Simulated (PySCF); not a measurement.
# Dipole response of Hg (mercury, neutral)

[Xe] 4f14 5d9 6s2 6p1, one real determinant (an excited configuration). Calculation: PySCF 2.14, in ANO-RCC-VTZP; the spin-free X2C one-electron Hamiltonian (Gaussian nucleus). Coupled (time-dependent) response in atomic units; α is the mean over directions. The basis has no added diffuse functions, which lowers α and C₆.

```json
{"method": "revPBE", "mean α (bohr³)": "36.29", "α xx, yy, zz": "28.93, 28.93, 51.02", "C₆ (like pair)": "383.9", "S(−4)": "442.7"}
```

S(−4) is the Cauchy moment in α(ω) = α(0) + S(−4) ω² + …

Spin-orbit coupling is absent.

α(iu) at revPBE:

```
u (hartree)  α(iu) (bohr³)
          0          36.29
     0.0500          35.24
      0.100          32.58
      0.200          26.06
      0.300          20.63
      0.500          13.81
      0.750          9.410
       1.00          7.000
       1.50          4.450
       2.00          3.110
       3.00          1.760
       5.00         0.7798
```

The components differ because the open shell of this determinant is not spherical; for a pure term their mean is the scalar polarisability.

⟨L²⟩ = 7.99 against 12 for a pure F term, so this real determinant mixes terms. Spin-orbit coupling, absent here, splits the open shell strongly.
